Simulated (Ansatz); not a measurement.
Stepwise reaction of `C[N](C)[Ga]([NH2])[N](C)C` with hydrogen sulfide, as a gas-phase model of exchange steps in deposition or etching. ΔE in kJ/mol.

Program: Ansatz. Geometries: PBE0-D4/def2-TZVP. ΔE: electronic, gas phase. CBS: MP2 limit from def2 TZ/QZ plus the TZ coupled-cluster correction, frozen cores. This one scheme is used for every species. DFT in def2-TZVPP. B3LYP here is the variant with VWN-RPA as its local correlation; programs differ in this. For Ga outer-core shells are correlated without core-valence functions, which leaves a few kJ/mol of doubt a bond. Scalar relativity is left out up to krypton. Each species was taken in one conformer, which may not be the lowest.

```
step                                                              reaction  PBE-D4  B3LYP-D4  ωB97M-V  CCSD(T)/CBS
   1  `C[N](C)[Ga]([NH2])[N](C)C` + H₂S → `C[N](C)[Ga]([NH2])[SH]` + `CNC`   -70.4     -66.0    -68.7        -64.9
```

Question: Give the row of step 2, `C[N](C)[Ga]([NH2])[SH]` + H₂S → `[NH2][Ga]([SH])[SH]` + `CNC`. (Estimate.)

Answer: Computed: 
```
step                                                        reaction  PBE-D4  B3LYP-D4  ωB97M-V  CCSD(T)/CBS
   2  `C[N](C)[Ga]([NH2])[SH]` + H₂S → `[NH2][Ga]([SH])[SH]` + `CNC`   -60.4     -56.5    -58.9        -52.8
```

Question: By hand: ΔE of the 2 steps together at CCSD(T)/CBS.

Answer: (-64.9) + (-52.8) = -117.7 kJ/mol, or -58.9 kJ/mol a step.

In ΔE each step is higher than the one before. All are downhill at CCSD(T)/CBS. PBE-D4 differs from CCSD(T)/CBS by -7.6 to -5.5 kJ/mol a step. Only this route is followed, and other bonds may react first. Isolated molecules leave out the surface, adducts and barriers. Largest T1 diagnostic: 0.012.
